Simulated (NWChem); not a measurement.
Species: GeH$_{2}$O$_{2}$, singlet; SMILES [OH][Ge][OH]

```xyz
5

Ge     0.0000     0.0000     0.4214
O      1.3035     0.0000    -0.7947
H      2.1766     0.0000    -0.3856
O     -1.3035     0.0000    -0.7947
H     -2.1766     0.0000    -0.3856
```
Atoms are numbered in this order, from 1.

Results from NWChem. Low-valent species are run as closed-shell singlets; no triplet was tried in these runs. The geometry was optimised at PBE0/def2-SVP. Level M06-L/def2-SVP: energy and gradient on several grids; changes count from the extra-fine grid, which is no exact limit either.

| grid | size of the energy change (μHa) | largest change of a gradient component (μHa/bohr) |
|---|---|---|
| xcoarse | 10000 | 10000 |
| coarse | 100 | 100 |
| medium | < 10 | 500 |
| fine | < 10 | 200 |
| xfine | < 10 | < 30 |
